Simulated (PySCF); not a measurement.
# Radial density of Mn⁺ (manganese, charge +1)

PBE0, [Ar] 3d5 4s1, high-spin 7S determinant. Calculation: PySCF 2.14, in cc-pVDZ-DK (6s5p3d1f, 43 functions); scalar relativity by spin-free X2C-1e.

```csv
r (bohr),4πr²ρ (e/bohr),4πr²(ρα − ρβ)
0.00108,0.2154,0.0001
0.00182,0.5452,0.0003
0.00306,1.351,0.0007
0.00515,3.228,0.0017
0.00867,7.258,0.0038
0.0146,14.64,0.0074
0.0245,24.46,0.0113
0.0413,30.10,0.0104
0.0694,25.40,0.0050
0.117,24.81,0.0488
0.196,33.25,0.3120
0.330,18.68,1.3616
0.555,12.66,3.6090
0.934,12.80,3.9383
1.57,3.373,1.9310
2.64,0.7132,0.6880
4.45,0.1017,0.1017
7.48,0.0008894,0.0009
```

Densities and radii are taken from the X2C orbitals without a picture-change correction, which distorts them close to the nucleus.
